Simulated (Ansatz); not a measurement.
Molecule: sum formula H$_{3}$SiO (charge -1, singlet). 
Structure (B3LYP-D3(BJ)/def2-TZVP (Ansatz, a first-principles code) minimum search):
```xyz
5

O      1.1374    -0.0225    -0.1527
Si    -0.4128     0.0082     0.0554
H     -1.1164     1.3540    -0.1202
H     -0.9439    -0.4124     1.4259
H     -1.2600    -0.8758    -0.8600
```
Charge -1, spin multiplicity 1.

Parts of the frozen-core correlation energy in STO-3G (Ansatz, hartree). Frozen orbitals: 6; correlated occupied orbitals by spin: 7 and 7; virtual: 4 and 4. No spin-orbit coupling. No relativistic terms.

```json
[
 {"term": "reference (HF)", "value": "-360.93275"},
 {"term": "MP2 opposite-spin", "value": "___"},
 {"term": "MP2 same-spin", "value": "___"},
 {"term": "CCSD correlation", "value": "-0.10266"},
 {"term": "(T)", "value": "___"},
 {"term": "FCI minus CCSD(T)", "value": "-0.00050"},
 {"term": "T1 diagnostic", "value": "0.021"},
 {"term": "largest doubles amplitude", "value": "0.058"}
]
```

Problem. Fill in the missing entries.

Solution. 
- MP2 opposite-spin, value: -0.06834
- MP2 same-spin, value: -0.01318
- (T), value: -0.00596
